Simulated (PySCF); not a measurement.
BiF3, SMILES [F][Bi]([F])[F]. Geometry: PBE-D3(BJ)/def2-SVP. The isomer is the one that the SMILES or the coordinates give; other isomers of the formula were not compared. The def2 effective core potentials stand for the cores of Bi; spin–orbit coupling is left out.

Computed equilibrium geometry at PBE-D3(BJ)/def2-SVP (PySCF confirms it by a frequency run) as Cartesian coordinates in Å, and its point group:
point group C3v.
```xyz
4

Bi     0.0000     0.0000     0.2544
F      1.5245    -0.8802    -0.7819
F     -1.5245    -0.8802    -0.7819
F      0.0000     1.7603    -0.7819
```
